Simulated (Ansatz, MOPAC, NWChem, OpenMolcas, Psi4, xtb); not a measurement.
## A ladder of methods for BSiH3OF2 (SMILES FB(F)O[SiH3])

BSiH3OF2, singlet, SMILES `FB(F)O[SiH3]`. Each level relaxes the structure for itself.

Each level gives the highest harmonic wavenumber at each level's own minimum (cm⁻¹). The values are calculated.

| level | kind | program | value (cm⁻¹) |
| --- | --- | --- | --- |
| MNDOD | semi-empirical | MOPAC | 2412 |
| PM6-DH+ | semi-empirical | MOPAC | 2141 |
| PM7 | semi-empirical | MOPAC | 2316 |
| GFN1-xTB | semi-empirical | xtb | 2244 |
| HF/3-21G | Hartree–Fock | OpenMolcas | 2338 |
| HF/6-31G* (Cartesian functions) | Hartree–Fock | OpenMolcas | 2436 |
| PBE/def2-SVP | GGA | NWChem | 2216 |
| PBE0/def2-SVP | global hybrid | NWChem | 2286 |
| PBE0-D4/def2-TZVP | global hybrid | Ansatz | 2270 |
| TPSSh-D3(BJ)/def2-SVP (density fitting) | hybrid meta-GGA | Psi4 | 2308 |

Harmonic and unscaled. The values span 2141 to 2436 cm⁻¹.
